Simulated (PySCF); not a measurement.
# Ca¹⁸⁺: ionisation energy

Ca¹⁸⁺ 1s2 (1S) → Ca¹⁹⁺ 1s1 (2S), as a difference of total energies. Computed with PySCF 2.14 in an uncontracted even-tempered set (15 s from 15 bohr⁻², ratio 2.2; 7 p from 23 bohr⁻², ratio 2.4; 4 d from 70 bohr⁻², ratio 2.4; 3 f from 100 bohr⁻², ratio 2.4; 3 g from 160 bohr⁻², ratio 2.4), with the non-relativistic Hamiltonian (point nucleus). Correlated levels: nothing frozen; virtual orbitals above 40 to 60 times the deepest correlated orbital energy dropped. The calculations carry no spin-orbit coupling.

```json
{"method": "UHF", "ionisation energy (eV)": "5105.2", "difference from reference (eV)": "-23.7"}
{"method": "LDA", "ionisation energy (eV)": "5086.9", "difference from reference (eV)": "-42.0"}
{"method": "PBE", "ionisation energy (eV)": "5103.1", "difference from reference (eV)": "-25.8"}
{"method": "PBE0", "ionisation energy (eV)": "5103.9", "difference from reference (eV)": "-25.0"}
{"method": "r2SCAN", "ionisation energy (eV)": "5106.5", "difference from reference (eV)": "-22.4"}
{"method": "B3LYP", "ionisation energy (eV)": "5104.6", "difference from reference (eV)": "-24.3"}
{"method": "r2SCAN0", "ionisation energy (eV)": "5106.5", "difference from reference (eV)": "-22.4"}
{"method": "MP2 (all electrons)", "ionisation energy (eV)": "5106.4", "difference from reference (eV)": "-22.5"}
{"method": "SCS-MP2 (all electrons)", "ionisation energy (eV)": "5106.6", "difference from reference (eV)": "-22.3"}
```

Reference: 5128.9 eV (theoretical estimate listed by NIST; NIST Atomic Spectra Database, ionization energies).

These non-relativistic numbers lack the scalar-relativistic shift.
